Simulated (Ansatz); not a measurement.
A nudged elastic band was laid between two geometries of C2H5AlCl2 (10 atoms, charge 0, multiplicity 1).

Method: Ansatz 0.2.0, RKS PBE-D4/6-31G.

- movable images: 5
- climbing image: yes
- spring: 5.0 eV/Å²
- optimiser: quadratic models (default)
- start path: through a guess of the saddle point
- force threshold: 0.03 eV/Å
- iteration limit: 60
- end points: relaxed

First end point:

```xyz
10
Properties=species:S:1:pos:R:3
Al -0.061 0.754 1.434
C 0.365 -0.776 0.142
C 0.046 -0.162 -1.165
Cl -0.556 -1.287 -2.527
Cl -1.435 1.166 -0.820
H 0.952 2.012 1.418
H -1.149 0.483 2.593
H 1.417 -1.109 0.162
H -0.297 -1.625 0.376
H 0.802 0.492 -1.612
```

Last end point:

```xyz
10
Properties=species:S:1:pos:R:3
Al -0.063 0.753 1.434
C 0.366 -0.776 0.141
C 0.047 -0.163 -1.166
Cl -0.561 -1.287 -2.524
Cl -1.430 1.171 -0.820
H -1.154 0.480 2.589
H 0.949 2.012 1.423
H 1.419 -1.106 0.163
H -0.294 -1.626 0.375
H 0.804 0.490 -1.615
```

Problem. Which bonds break or form, and what moves?

Solution. No bond is made or broken. The dihedral H6–Al1–C2–C3 goes from -71 to 122°. The two ends are copies of one structure, up to a mirror image or an exchange of like atoms.

Problem. Give the energies along the band, and the barrier.

Solution. It converged. The highest image is number 4 of 0 to 6, 6.3 kcal/mol above the ends, which have the same energy within 2 meV. A vibrational analysis at the climbing image gives one clearly imaginary mode, 136i cm⁻¹: a first-order saddle point. Limits of this set-up: no polarisation functions.

| image | path coordinate (Å) | energy (kcal/mol) | dihedral H6–Al1–C2–C3 (°) |
| --- | --- | --- | --- |
| 0 | 0.00 | 0.0 | -71 |
| 1 | 0.96 | 1.8 | -42 |
| 2 | 1.93 | 3.9 | -12 |
| 3 | 2.89 | 5.5 | 21 |
| 4 | 3.85 | 6.3 | 54 |
| 5 | 5.05 | 4.4 | 91 |
| 6 | 6.26 | 0.0 | 122 |

Problem. What is the geometry of the highest image?

Solution. 
```xyz
10
Properties=species:S:1:pos:R:3
Al 0.139 0.714 1.643
C 0.126 -0.627 0.132
C -0.016 -0.073 -1.252
Cl -0.096 -1.456 -2.566
Cl -1.561 0.992 -1.432
H -1.033 1.799 1.856
H 1.364 0.582 2.696
H 1.061 -1.215 0.183
H -0.710 -1.324 0.342
H 0.810 0.557 -1.600
```

Problem. What are the harmonic wavenumbers there?

Solution. 136i, 87, 136, 230, 276, 350, 418, 528, 569, 589, 661, 723, 773, 1052, 1141, 1159, 1207, 1290, 1442, 1823, 1865, 2982, 3047, 3124 cm⁻¹.

The band took 12 iterations and roughly 100 core-seconds.

Time of the run: 100 s on 1 thread of AMD EPYC 9R45 96-Core Processor (Zen 5), on a shared host, peak memory 0.14 GiB.
